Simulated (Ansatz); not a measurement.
Wavefunction ladder for C2H6GaN (`C=[C](N)[GaH2]`)

Cartesian coordinates in Å:
```
C -0.229 -0.946 -1.077
C 0.181 -0.036 -0.177
N 1.463 0.477 -0.146
Ga -1.169 0.615 1.085
H 0.442 -1.381 -1.818
H -1.260 -1.273 -1.103
H 1.783 0.873 0.720
H 2.177 -0.030 -0.646
H -0.747 1.594 2.243
H -2.640 0.107 0.917
```

Total charge 0; spin multiplicity 1. Correlated methods include outer-core shells of Ga, which these sets cover unevenly. Scalar relativity is left out up to krypton. All single points use the PBE0-D4/def2-TZVP geometry. It is one conformer, not always the lowest. Frozen core, restricted reference, Ansatz.

```
     basis      HF (Eh)  MP2 corr.
  def2-SVP  -2056.53420   -0.65419
def2-TZVPP  -2056.93558   -0.77160
def2-QZVPP  -2056.98249   -1.05517
```

(1) Estimate the CCSD correlation energy and the (T) correction in each basis where they were run (hartree).

Results:

(1) 
| basis | CCSD corr. | (T) |
| --- | --- | --- |
| def2-SVP | -0.68335 | -0.02369 |
| def2-TZVPP | -0.79667 | -0.03476 |
